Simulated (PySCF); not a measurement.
H₄Sn, triplet, at the geometry of the source list (a higher spin typed on purpose: for a closed-shell molecule this is an excited state) (core potentials on Sn). Base run: R2SCAN/def2-SVP (PySCF).

Here is a job for PySCF.
```python
from pyscf import gto, scf, dft

mol = gto.M(
    atom='''
Sn   -0.00040000   -0.00240000    0.00050000
H    -1.07600000    1.12680000   -0.50160000
H     0.24570000   -1.08960000   -1.19940000
H    -0.58840000   -0.76120000    1.32790000
H     1.41910000    0.72650000    0.37260000
''',
    basis='def2-svp',
    ecp={'Sn': 'def2-svp'},
    spin=2,
    verbose=4,
)

mf = dft.UKS(mol)
mf.xc = 'r2scan'
mf.kernel()
mf.analyze()
```

Each row names what was changed in the base input (with any setting that the change needs).

| change | ΔE vs base (mEh) | SCF cycles | <S^2> | outcome |
|---|---|---|---|---|
| base | 0.000 | 19 | 2.002 | converged |
| conv_tol = 1e-6 | 0.000 | 15 | 2.002 | converged |
| conv_tol = 1e-12 | 0.000 | 24 | 2.002 | converged |
| diis_space = 2 | - | 50 | - | not converged |
| init_guess = atom | 12.820 | 19 | 2.009 | another SCF solution |
| solver = newton; init_guess = 1e | -0.295 | - | 2.002 | converged |
| init_guess = sap | 0.000 | 18 | 2.002 | converged |
| DIIS = EDIIS | - | 50 | - | not converged |
| conv_tol_grad = 1e-3 | 0.000 | 17 | 2.002 | converged |
| solver = newton | -0.319 | - | 2.002 | converged |
| level_shift = 0.1 (with mf.max_cycle = 100) | - | 100 | - | not converged |
| diis_space = 12 | 0.000 | 19 | 2.002 | converged |
| damp = 0.5; diis_start_cycle = 5 | 0.000 | 39 | 2.002 | converged |

A guess, shift, damping, solver or small numerical setting can't move a converged solution much, so rows marked as another SCF solution ended in a different state.

Open shells are given as the SCF converged; they aren't shown to be the lowest states, and a large step between rows can be another state.
